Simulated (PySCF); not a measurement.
## Electron correlation in V (vanadium, neutral)

[Ar] 3d3 4s1 5s1, high-spin 6F determinant (an excited configuration). All numbers are calculated (PySCF 2.14, the non-relativistic Hamiltonian (point nucleus), in aug-cc-pVTZ with one added diffuse shell each of s, p, d, f, g type (9s8p6d4f3g, 118 functions)). Frozen: [Ar]; 5 electrons correlated.

MP2 pair energies summed by pair of shells (mhartree):

```json
{"pair": "3d-3d", "energy": "-18.85", "share (%)": "61.2"}
{"pair": "3d-4s", "energy": "-9.09", "share (%)": "29.5"}
{"pair": "4s-5s", "energy": "-1.95", "share (%)": "6.3"}
{"pair": "3d-5s", "energy": "-0.91", "share (%)": "3.0"}
```

Total MP2 correlation energy: -30.81 mhartree.

Same-spin part -30.81 and opposite-spin part 0.00 mhartree; SCS-MP2 scales them by 1/3 and 6/5 to -10.27 mhartree.
